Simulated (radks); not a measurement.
Numerical settings for the chlorine ion Cl+, [Ne] 3s2 3p4. Calculated with a radial shooting solver on a logarithmic mesh with Libxc functionals: non-relativistic Kohn-Sham, PBE, spin-polarised, spherical densities, point nucleus; open shells are filled with parallel spins first. The defaults (mesh step 0.008 in ln r, mesh end at 40 bohr or more with all orbitals vanishing there, Anderson mixing 0.5 over 9 steps, residual threshold near 1e-9 with the energy settled to 1e-9 hartree or 1e-11 of itself, here a cap of 94 iterations) give E = -459.4906 hartree and 3p at -18.199 eV in 13 iterations. Run on one thread of a shared host, so times are rough (Arm Neoverse V2): 0.09 s of CPU time, 0.09 s wall, 13 iterations on 2476 mesh points. Changes against that run (0 stands for a change within the tolerance of the run):

setting,iterations,converged,E (mhartree),e(3p) (meV),CPU (s)
mesh step in ln r 0.012,13,yes,0,0,0.06
mesh step in ln r 0.03,13,yes,0,0,0.03
mesh step in ln r 0.2,94,no,-2.28e+06,-,0.2
mesh end (bohr) 12,13,yes,0,0,0.09
mesh end (bohr) 2,13,level above zero,+5.13e+03,+4.32e+04,0.07
residual threshold 1e-05,9,yes,0,+0.0917,0.07
residual threshold 1e-13,94,no,0,0,0.35
mixing 2.5,14,yes,0,0,0.09
"linear mixing, mixing 0.8",19,yes,0,0,0.11
"linear mixing, mixing 0.05",94,no,+0.00198,-62.7,0.54
mixing history 2,19,yes,0,0,0.11
iteration cap 5,5,no,+0.00102,-6.63,0.04

Settled on a wrong energy, with an occupied level pushed above zero by the early mesh end: mesh end (bohr) 2 (+5.13 hartree). Apart from these: no run marked as converged misses the energy by more than 1 mhartree. A mesh that ends early acts as a hard wall.
